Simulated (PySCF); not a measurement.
# Relaxation of septet SmH₂

Computed with UPBE0/[Sm def2-TZVP with ECP28, H def2-TZVP], scalar-relativistic core potentials, density fitting, no spin–orbit coupling, PySCF. A (50,194) grid was used.

A hand-made bent start, of C2v symmetry, held to at least that symmetry:

```xyz
3
charge 0 multiplicity 7, angstrom
Sm    0.0000    0.0000   -0.0153
H     1.6711    0.0000    1.1548
H    -1.6711    0.0000    1.1548
```

Task: What does it relax to?

Result: It ends at C2v with Sm–H 2.135 Å (×2); H–Sm–H 114.2°. A frequency run shows a minimum. Other isomers or separated fragments may lie lower.

Task: How much energy is released, and in how many steps?

Result: 5.3 kJ/mol in 6 steps.

With open d or f shells other occupations or spin states may lie lower. The pruned grid is coarse for the open f shell: energies are uncertain by about 2 kJ/mol and soft modes are noisy. Spin–orbit coupling, left out here, can matter for elements this heavy.
